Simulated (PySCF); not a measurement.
**Sb²⁺ (antimony, charge +2): UHF calculation**

Configuration: [Kr] 4d10 5s2 5p1, 2P determinant. Computed with PySCF 2.14 in x2c-QZVPPall (13s9p7d4f1g, 112 functions), with scalar relativity by spin-free X2C-1e.

* Total energy: -6477.135357 hartree
* One-electron energy: -8865.3260 hartree
* Hartree (Coulomb) energy: 2557.1153 hartree
* Exchange energy: -168.9246 hartree
* ⟨S²⟩: 0.7586
* ⟨L²⟩: 2.026
* Sum of ⟨r⟩: 30.32 bohr
* Sum of ⟨r²⟩: 38.31 bohr²
* Traceless quadrupole moment −½Σ⟨3z² − r²⟩ along its main axis: -2.96 e·bohr²
* Langevin diamagnetic susceptibility: -30.3 ×10⁻⁶ cm³/mol

| shell | electrons | mean orbital energy (hartree) | spread (hartree) | rms radius, mean of both spins (bohr) |
| --- | --- | --- | --- | --- |
| 1s α | 1 | -1126.80372 | 0 | 0.0325 |
| 1s β | 1 | -1126.80161 | 0 | 0.0325 |
| 2s α | 1 | -175.54100 | 0 | 0.133 |
| 2s β | 1 | -175.54038 | 0 | 0.133 |
| 2p α | 3 | -157.50014 | 0.00111 | 0.118 |
| 2p β | 3 | -157.49834 | 0.00342 | 0.118 |
| 3s α | 1 | -36.46742 | 0 | 0.351 |
| 3s β | 1 | -36.46510 | 0 | 0.351 |
| 3p α | 3 | -30.42620 | 0.00033 | 0.352 |
| 3p β | 3 | -30.42280 | 0.00935 | 0.352 |
| 3d α | 5 | -21.18657 | 0.00516 | 0.331 |
| 3d β | 5 | -21.18542 | 0.00801 | 0.331 |
| 4s α | 1 | -7.16513 | 0 | 0.843 |
| 4s β | 1 | -7.15920 | 0 | 0.843 |
| 4p α | 3 | -5.22082 | 0.00117 | 0.912 |
| 4p β | 3 | -5.21395 | 0.02241 | 0.912 |
| 4d α | 5 | -2.30055 | 0.01461 | 1.10 |
| 4d β | 5 | -2.29522 | 0.02528 | 1.10 |
| 5s α | 1 | -1.25194 | 0 | 2.27 |
| 5s β | 1 | -1.16529 | 0 | 2.27 |
| 5p α | 1 | -0.89844 | 0 | 2.68 |

Densities and radii are taken from the X2C orbitals without a picture-change correction, which distorts them close to the nucleus.

Spin-orbit constants ζ (cm⁻¹) from the X2C one-electron operator on these orbitals: bare nucleus, nucleus screened by l(l+1)(2l+1)/3 electrons, and screened by the Breit-Pauli mean field of the electrons.

| shell | bare | screened nucleus | mean field |
| --- | --- | --- | --- |
| 2p | 1344000 | 1292000 | n/a |
| 3p | 251400 | 241600 | n/a |
| 3d | 37980 | 30530 | n/a |
| 4p | 43830 | 42110 | n/a |
| 4d | 4790 | 3851 | n/a |
| 5p | 4062 | 3903 | n/a |

To first order the Landé constant is A = 3903 cm⁻¹, so the lowest level has J = 1/2 and lies 0.484 eV below the centre of the term. First order in ζ underestimates the shift of the j = l − 1/2 level at high Z.
